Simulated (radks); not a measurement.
Spin polarisation of the 5d3 shell in neutral tantalum. Start: [Xe] 4f14 5d(up 1.5, down 1.5) 6s2; electrons of 5d are moved from spin down to spin up, other shells keep equal spins. Calculated with a radial shooting solver on a logarithmic mesh with Libxc functionals: non-relativistic Kohn-Sham, PBEsol, spin-polarised, spherical densities, point nucleus.

moment (Bohr magnetons) = 0: E - E(0) (eV) 0.000; e(5d up) (eV) -4.801; e(5d down) (eV) -4.801; 6s down minus up (eV) 0.000
moment (Bohr magnetons) = 0.75: E - E(0) (eV) -0.082; e(5d up) (eV) -5.009; e(5d down) (eV) -4.570; 6s down minus up (eV) 0.223
moment (Bohr magnetons) = 1.5: E - E(0) (eV) -0.329; e(5d up) (eV) -5.193; e(5d down) (eV) -4.314; 6s down minus up (eV) 0.448
moment (Bohr magnetons) = 2.25: E - E(0) (eV) -0.742; e(5d up) (eV) -5.353; e(5d down) (eV) -4.030; 6s down minus up (eV) 0.676
moment (Bohr magnetons) = 3: E - E(0) (eV) -1.322; e(5d up) (eV) -5.488; e(5d down) (eV) -3.718; 6s down minus up (eV) 0.908

At moment 3 the spin-polarisation energy is -1.322 eV and the 5d exchange splitting 1.770 eV, that is 0.590 eV per Bohr magneton; E = -I m^2/4 would give I = 0.587 eV.
